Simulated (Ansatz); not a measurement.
Isolated molecules relaxed with PBE0-D4/def2-TZVP in Ansatz; ΔE leaves out vibrations. CCSD(T)/CBS is the MP2 limit (def2-TZVPP, def2-QZVPP) plus CCSD(T) − MP2 in def2-TZVPP, frozen cores. This one scheme is used for every species. Functionals use def2-TZVPP. One conformer a species, not always the lowest.

Consider the formal hydrolysis of a C–Cl bond: `S[SiH2]CCl` + H₂O → `OC[SiH2]S` + HCl.

```
     species  BLYP energy (Eh)
`S[SiH2]CCl`       -1189.04184
         H₂O         -76.44877
 `OC[SiH2]S`        -804.66405
         HCl        -460.81404
```

(1) Work out ΔE.

Largest T1 diagnostic among the species: 0.011.

Answers

(1) ΔE = (-804.66405) + (-460.81404) − (-1189.04184) − (-76.44877) = 0.01252 Eh = +32.9 kJ/mol. CCSD(T)/CBS gives +42.0 kJ/mol.

Leaving LDA and LC-ωPBE aside and taking each functional with its dispersion term where it has one, the values, not all of them listed here, spread over 8.2 kJ/mol, from CAM-B3LYP-D4 to PBE-QIDH. LDA lies −5.6 kJ/mol from PBE without D4. At CCSD(T), def2-SVP lies −27.2 kJ/mol from the extrapolated value and def2-TZVPP −6.5 kJ/mol. In def2-TZVPP, CCSD(T) changes the Hartree–Fock value by +5.4 kJ/mol (the triples alone add +1.7 kJ/mol) and MP2 by +12.0 kJ/mol.
